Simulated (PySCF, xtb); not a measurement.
C2H10N2Si2, SMILES C/C(=N\[SiH3])[SiH2]N.

GFN2-xTB in xtb at its own geometry gives an orbital gap of 2.17 eV and a dipole moment of 0.85 D.

Coordinates come from a B3LYP-D3(BJ)/def2-SVP optimisation. The structure was generated by enumeration; whether it is a known compound was not checked. The values are those of a single conformer.

Task: What does PBE/def2-TZVP run with PySCF give? (Estimate from the structure and the level; the computed values follow.)

Result: gap 3.27 eV (levels -5.38 and -2.11 eV), dipole 0.89 D.
